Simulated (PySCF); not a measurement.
This PySCF input asks for the NMR shieldings of `InChI=1S/C4H9FS2Si/c1-6-3-4(7-2)8-5/h3H,8H2,1-2H3/b4-3+`; the geometry comes from GFN2-xTB.

```python
import basis_set_exchange as bse
import numpy as np
from pyscf import gto, dft
from pyscf.prop import nmr

atoms = """
C     3.243651   -0.049399   -0.438245
S     1.761263    0.507817    0.453896
C     0.562385   -0.509740   -0.297749
C    -0.724262   -0.536831    0.051067
Si   -2.041086   -1.619379   -0.723658
F    -1.319870   -2.382220   -1.951708
S    -1.277531    0.522181    1.391076
C    -1.502519    2.060031    0.443420
H     3.415485   -1.102465   -0.236001
H     4.072653    0.540205   -0.060178
H     3.120101    0.125150   -1.503016
H     0.931581   -1.126771   -1.103679
H    -3.096258   -0.824799   -1.337012
H    -2.503890   -2.660333    0.177415
H    -1.877031    2.799633    1.143199
H    -0.547095    2.378261    0.037388
H    -2.224574    1.890690   -0.350219
"""
names = dict.fromkeys(["C", "S", "Si", "F", "H"], "pcSseg-1")
basis = {el: gto.basis.parse(bse.get_basis(n, elements=[el], fmt="nwchem")) for el, n in names.items()}
mol = gto.M(atom=atoms, basis=basis, charge=0, verbose=0)
mf = dft.RKS(mol, xc="PBE0")
mf.grids.level = 2
mf.grids.alignment = dft.numint.BLKSIZE   # the property module wants whole blocks of grid points
mf.conv_tol = 1e-9
mf.kernel()

calc = nmr.RKS(mf)   # GIAO
C = mf.mo_coeff
Co = C[:, mf.mo_occ > 0]
resp = mf.gen_response(singlet=True, hermi=2)
def vind(x):   # induced exchange potential for any number of trial vectors
    d = np.einsum("pi,xij,qj->xpq", C, 2 * x.reshape(-1, C.shape[1], Co.shape[1]), Co, optimize=True)
    return np.einsum("xpq,pi,qj->xij", resp(d - d.transpose(0, 2, 1)), C, Co, optimize=True).ravel()
mo1, _ = nmr.rhf.solve_mo1(calc, with_cphf=vind)
sigma = calc.kernel(mo1)
for i, s in enumerate(sigma):   # ppm
    w = np.linalg.eigvalsh((s + s.T) / 2)
    print("%2d %-2s iso %8.1f  s11 %8.1f  s22 %8.1f  s33 %8.1f" % (i, mol.atom_pure_symbol(i), w.mean(), *w))
```

Task: Give the expected output.

Result: 
```
 0 C  iso    166.7  s11    148.0  s22    163.7  s33    188.4
 1 S  iso    451.7  s11    231.0  s22    473.3  s33    650.7
 2 C  iso     17.6  s11    -94.5  s22     31.4  s33    115.8
 3 C  iso     60.3  s11    -27.5  s22     56.2  s33    152.1
 4 Si iso    375.7  s11    331.0  s22    365.4  s33    430.7
 5 F  iso    390.1  s11    367.0  s22    378.5  s33    424.9
 6 S  iso    562.1  s11    380.9  s22    536.9  s33    768.4
 7 C  iso    166.7  s11    141.2  s22    169.4  s33    189.6
 8 H  iso     29.2  s11     23.9  s22     27.3  s33     36.4
 9 H  iso     29.7  s11     24.7  s22     26.8  s33     37.6
10 H  iso     29.2  s11     24.0  s22     27.5  s33     36.0
11 H  iso     24.5  s11     20.8  s22     22.2  s33     30.3
12 H  iso     26.6  s11     22.9  s22     25.9  s33     31.0
13 H  iso     26.7  s11     23.1  s22     25.2  s33     31.6
14 H  iso     30.1  s11     25.2  s22     26.7  s33     38.5
15 H  iso     28.9  s11     22.2  s22     30.2  s33     34.4
16 H  iso     29.8  s11     24.3  s22     28.1  s33     37.0
```

These numbers come from an equivalent density-fitted implementation of the same equations, which agrees with the script to about 0.01 ppm for H and up to a few tenths of a ppm for heavy atoms, so last digits may differ.

Task: Turn these shieldings into chemical shifts. Chemical shifts δ = σref − σ; 13C (186.93 ppm), 29Si (349.16 ppm), 1H (31.72 ppm) vs TMS; 33S (503.73 ppm) vs CS2; 19F (170.95 ppm) against CFCl3, all at this level.

Result: Averaging equivalent atoms: C 2: 169.3; C 3: 126.6; C 0: 20.2; C 7: 20.2; S 1: 52; S 6: -58; Si 4: -26.6; F 5: -219.2; H 11: 7.26; H 12/13: 5.08; H 8/9/10: 2.36; H 14/15/16: 2.10 ppm. Unscaled 19F shifts against computed CFCl3 carry errors that often reach 10 to 50 ppm.

Size and cost of the density-fitted run: 202 basis functions, 61 s wall time on 1 thread of an Arm Neoverse N1, shared host; peak memory 0.85 GiB.
